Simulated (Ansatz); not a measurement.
Input file for Ansatz (a quantum-chemistry and plane-wave program): R-B97M-V/def2-TZVPPD on HCl (SMILES Cl). Files ending in .json are basis or fitting sets from the Basis Set Exchange.

Ansatz 0.2 input:
```yaml
crystal:
  periodic: [false, false, false]
  atoms:
    - {symbol: Cl, position_ang: [-0.08714203, -0.25780912, 0.07877277]}
    - {symbol: H, position_ang: [0.95875619, 0.48574338, 0.07410081]}
basis:
  gaussian:
    orbitals: def2-TZVPPD.json
hamiltonian:
  xc: {name: B97M-V}
scf: {lower_state_search: off}
```

Give the final energy of this run.

-460.6992 hartree.
